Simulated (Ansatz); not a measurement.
Geometry optimisation, Ansatz, RHF/def2-SVP.

Input file:

```yaml
crystal:
  periodic: [false, false, false]
  atoms:
    - { symbol: Sn, position_ang: [0.0, 0.0, 0.0] }
    - { symbol: H, position_ang: [0.0, 0.0, 1.74] }
    - { symbol: Cl, position_ang: [2.2726, 0.0, -0.8025] }
    - { symbol: C, position_ang: [-1.0126, 1.7544, -0.716] }
    - { symbol: H, position_ang: [-2.0653, 1.5008, -0.9603] }
    - { symbol: H, position_ang: [-0.9943, 2.5391, 0.069] }
    - { symbol: H, position_ang: [-0.5023, 2.131, -1.6269] }
    - { symbol: Cl, position_ang: [-1.1351, -1.9666, -0.8025] }
basis:
  gaussian: { orbitals: def2-SVP }
hamiltonian:
  xc: hf
relax:
  f_tol: 0.02
  max_steps: 40
```

Run as:

```bash
$ ansatz run input.yaml --threads 1 --pin off --max-ram 2048MiB --backend cpu --events-out ev --progress --plain --runs-dir out
```

Task: Where does it end, and by what steps?

Result: The run converged. The force dipped under the threshold on the way, but the program's further checks kept it going. After 9 steps the energy has fallen by 0.149 eV; H2 moved furthest, 0.18 Å.

```json
{"step": "0", "energy less start (eV)": "0.0000", "largest force component (eV/Å)": "0.889", "accepted": "yes"}
{"step": "1", "energy less start (eV)": "-0.0918", "largest force component (eV/Å)": "0.595", "accepted": "yes"}
{"step": "2", "energy less start (eV)": "-0.1430", "largest force component (eV/Å)": "0.198", "accepted": "yes"}
{"step": "3", "energy less start (eV)": "-0.1468", "largest force component (eV/Å)": "0.050", "accepted": "yes"}
{"step": "4", "energy less start (eV)": "-0.1473", "largest force component (eV/Å)": "0.018", "accepted": "yes"}
{"step": "5", "energy less start (eV)": "-0.1476", "largest force component (eV/Å)": "0.012", "accepted": "yes"}
{"step": "6", "energy less start (eV)": "-0.1478", "largest force component (eV/Å)": "0.018", "accepted": "yes"}
{"step": "7", "energy less start (eV)": "-0.1480", "largest force component (eV/Å)": "0.082", "accepted": "yes"}
{"step": "8", "energy less start (eV)": "-0.1484", "largest force component (eV/Å)": "0.037", "accepted": "yes"}
{"step": "9", "energy less start (eV)": "-0.1490", "largest force component (eV/Å)": "0.003", "accepted": "yes"}
```

```xyz
8
Properties=species:S:1:pos:R:3
Sn -0.031 0.043 0.062
H 0.030 -0.177 1.741
Cl 2.191 0.042 -0.713
C -1.021 1.763 -0.731
H -2.082 1.549 -0.851
H -0.894 2.612 -0.059
H -0.587 2.004 -1.700
Cl -1.042 -1.877 -0.847
```

Whether the end is a true minimum wasn't checked by a vibrational analysis.

Time of the run: 28 s on 1 thread of Arm Neoverse V1, on a shared host, peak memory 0.2 GiB.
